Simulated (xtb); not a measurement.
xtb input (GFN2-xTB):

```bash
xtb mol.xyz --gfn 2 --ohess tight --chrg -1 --uhf 0
```
mol.xyz:
```
13

Si     0.23549906    -0.06420828     0.49612905
C      1.91616535    -0.41253924    -0.26723775
C     -1.02628726    -1.23745937    -0.30537781
C     -0.26862409     1.71383275     0.07961878
Br     0.23970086    -0.32079111     2.70402760
H      2.19465109    -1.39716142    -0.05161933
H      1.87508724    -0.22462342    -1.37026047
H     -0.76034109    -2.27381179    -0.06123766
H     -1.10079331    -1.07552418    -1.37026453
H     -2.06481899    -0.99922265     0.15149548
H     -0.32206510     1.83721149    -1.05305921
H      0.46182311     2.46028986     0.52699814
H     -1.32930203     1.90069881     0.48470957
```

Output:

```
           -------------------------------------------------
          |                Calculation Setup                |
           -------------------------------------------------

           -------------------------------------------------
          |                 G F N 2 - x T B                 |
           -------------------------------------------------

        Reference                      10.1021/acs.jctc.8b01176
      * Hamiltonian:
        H0-scaling (s, p, d)           1.850000    2.230000    2.230000
        zeta-weighting                 0.500000
      * Dispersion:
        s8                             2.700000
        a1                             0.520000
        a2                             5.000000
        s9                             5.000000
      * Repulsion:
        kExp                           1.500000    1.000000
        rExp                           1.000000
      * Coulomb:
        alpha                          2.000000
        third order                    shell-resolved
        anisotropic                    true
        a3                             3.000000
        a5                             4.000000
        cn-shift                       1.200000
        cn-exp                         4.000000
        max-rad                        5.000000

          ...................................................
          :                      SETUP                      :
          :.................................................:
          :  # basis functions                  40          :
          :  # atomic orbitals                  38          :
          :  # shells                           20          :
          :  # electrons                        32          :
          :  max. iterations                   250          :
          :  Hamiltonian                  GFN2-xTB          :
          :  restarted?                      false          :
          :  GBSA solvation                  false          :
          :  PC potential                    false          :
          :  electronic temp.          300.0000000     K    :
          :  accuracy                    1.0000000          :
          :  -> integral cutoff          0.2500000E+02      :
          :  -> integral neglect         0.1000000E-07      :
          :  -> SCF convergence          0.1000000E-05 Eh   :
          :  -> wf. convergence          0.1000000E-03 e    :
          :  Broyden damping             0.4000000          :
          :  net charge                         -1          :
          :  unpaired electrons                  0          :
          ...................................................

 iter      E             dE          RMSdq      gap      omega  full diag
   1    -16.4544341 -0.164544E+02  0.536E+00    5.70       0.0  T
   2    -16.5217347 -0.673006E-01  0.777E+00    2.53       1.0  T
   3    -16.5758156 -0.540809E-01  0.683E+00    2.79       1.0  T
   4    -16.3659986  0.209817E+00  0.615E+00    1.96       1.0  T
   5    -16.6250190 -0.259020E+00  0.137E+00    3.20       1.0  T
   6    -16.6289128 -0.389387E-02  0.815E-01    3.42       1.0  T
[...]
   Z      Z             #   av. dist./Å        max./Å        min./Å
   1 H    6 C           8     1.0899478     1.0919216     1.0859817
   6 C   14 Si          2     1.8485897     1.9072280     1.7899514

           -------------------------------------------------
          |               Frequency Printout                |
           -------------------------------------------------
 projected vibrational frequencies (cm⁻¹)
eigval :       -0.00    -0.00    -0.00     0.00     0.00     0.00
eigval :       75.84   110.90   131.63   142.14   178.72   200.85
eigval :      223.93   240.84   284.91   601.48   622.99   701.03
eigval :      773.02   785.30   801.30   819.64   880.58  1025.12
eigval :     1376.72  1382.72  1474.66  1512.13  1522.85  1527.10
eigval :     1537.51  2913.15  2927.63  2961.39  2964.10  2985.83
eigval :     2991.91  2999.38  3033.31
 reduced masses (amu)
   1: 41.25   2: 53.86   3: 54.32   4: 37.54   5: 19.71   6: 24.88   7:  1.79   8: 13.73
   9:  2.74  10: 16.95  11: 31.92  12: 14.95  13: 13.88  14:  9.06  15: 23.72  16:  9.55
  17:  6.85  18: 13.11  19:  3.09  20:  3.73  21:  3.78  22:  4.24  23:  5.99  24: 16.40
  25:  3.03  26:  3.09  27:  2.72  28:  1.63  29:  1.62  30:  1.63  31:  1.61  32:  1.75
  33:  1.80  34:  1.95  35:  1.73  36:  1.48  37:  1.95  38:  1.62  39:  1.60
 IR intensities (km·mol⁻¹)
   1:  4.50   2:  5.87   3:  8.36   4:  1.47   5:  0.51   6:  3.13   7:  0.18   8:  1.10
   9:  0.16  10:  1.07  11:  4.02  12: 25.03  13: 14.04  14: 33.92  15: 18.00  16: 10.92
  17:114.14  18: 47.41  19: 16.09  20: 26.19  21: 57.28  22: 92.64  23:196.15  24:235.56
  25:  1.56  26:  0.57  27:  5.26  28:  0.70  29:  3.12  30:  1.11  31:  3.44  32:165.54
  33:129.16  34:112.38  35: 69.29  36: 47.99  37:162.60  38: 81.33  39: 49.90
Molecule has no symmetry elements
It seems to be the C1 point group
 Raman intensities (Ä⁴*amu⁻¹)
   1:  0.00   2:  0.00   3:  0.00   4:  0.00   5:  0.00   6:  0.00   7:  0.00   8:  0.00
   9:  0.00  10:  0.00  11:  0.00  12:  0.00  13:  0.00  14:  0.00  15:  0.00  16:  0.00
  17:  0.00  18:  0.00  19:  0.00  20:  0.00  21:  0.00  22:  0.00  23:  0.00  24:  0.00
  25:  0.00  26:  0.00  27:  0.00  28:  0.00  29:  0.00  30:  0.00  31:  0.00  32:  0.00
  33:  0.00  34:  0.00  35:  0.00  36:  0.00  37:  0.00  38:  0.00  39:  0.00
 output can be read by thermo (or use thermo option).
 writing <g98.out> molden fake output.
 recommended (thermochemical) frequency scaling factor: 1.0
           -------------------------------------------------
          |             Thermodynamic Functions             |
           -------------------------------------------------

c1  symmetry found (for desy threshold:  0.10E+00) used in thermo

          ...................................................
          :                      SETUP                      :
          :.................................................:
          :  # frequencies                          33      :
          :  # imaginary freq.                       0      :
          :  linear?                             false      :
          :  only rotor calc.                    false      :
          :  symmetry                               c1      :
          :  rotational number                       1      :
          :  scaling factor                  1.0000000      :
          :  rotor cutoff                   50.0000000 cm⁻¹ :
          :  imag. cutoff                  -20.0000000 cm⁻¹ :
          :.................................................:

    mode    ω/cm⁻¹     T·S(HO)/kcal·mol⁻¹    T·S(FR)/kcal·mol⁻¹   T·S(vib)
   ------------------------------------------------------------------------
       1     75.84    -1.19133 ( 84.11%)    -0.93291 ( 15.89%)    -1.15027
       2    110.90    -0.96989 ( 96.03%)    -0.82039 (  3.97%)    -0.96396
       3    131.63    -0.87122 ( 97.96%)    -0.76967 (  2.04%)    -0.86915
       4    142.14    -0.82732 ( 98.49%)    -0.74692 (  1.51%)    -0.82611
       5    178.72    -0.69818 ( 99.39%)    -0.67910 (  0.61%)    -0.69807
       6    200.85    -0.63366 ( 99.62%)    -0.64453 (  0.38%)    -0.63370
       7    223.93    -0.57456 ( 99.75%)    -0.61232 (  0.25%)    -0.57466
       8    240.84    -0.53566 ( 99.81%)    -0.59075 (  0.19%)    -0.53577
       9    284.91    -0.44841 ( 99.91%)    -0.54098 (  0.09%)    -0.44850
   ------------------------------------------------------------------------

   temp. (K)  partition function   enthalpy   heat capacity  entropy
                                   cal/mol     cal/K/mol   cal/K/mol   J/K/mol
 298.15  VIB   358.                 3963.688     23.434     24.815
         ROT  0.342E+06              888.752      2.981     28.306
         INT  0.123E+09             4852.440     26.415     53.122
         TR   0.181E+28             1481.254      4.968     40.949
         TOT                        6333.6943    31.3832    94.0707   393.5917

       T/K    H(0)-H(T)+PV         H(T)/Eh          T*S/Eh         G(T)/Eh
   ------------------------------------------------------------------------
    298.15    0.100934E-01    0.107395E+00    0.446960E-01    0.626994E-01
   ------------------------------------------------------------------------

         :::::::::::::::::::::::::::::::::::::::::::::::::::::
         ::                  THERMODYNAMIC                  ::
         :::::::::::::::::::::::::::::::::::::::::::::::::::::
         :: total free energy         -16.441066379792 Eh   ::
         ::.................................................::
         :: total energy              -16.503765734026 Eh   ::
         :: zero point energy           0.097301986483 Eh   ::
         :: G(RRHO) w/o ZPVE           -0.034602632249 Eh   ::
         :: G(RRHO) contrib.            0.062699354234 Eh   ::
         :::::::::::::::::::::::::::::::::::::::::::::::::::::

optimized geometry written to: xtbopt.xyz

           -------------------------------------------------
Note: The following floating-point exceptions are signalling: IEEE_UNDERFLOW_FLAG IEEE_DENORMAL
normal termination of xtb
          | TOTAL ENERGY              -16.503765734026 Eh   |
          | TOTAL ENTHALPY            -16.396370363234 Eh   |
          | TOTAL FREE ENERGY         -16.441066379792 Eh   |
          | GRADIENT NORM               0.000336357720 Eh/α |
          | HOMO-LUMO GAP               3.902361726860 eV   |
           -------------------------------------------------

------------------------------------------------------------------------
------------------------------------------------------------------------
 total:
 SCF:
 ANC optimizer:
 analytical hessian:
```

It need not be the lowest isomer of its formula. Whether it binds its extra electron was not tested at this geometry.
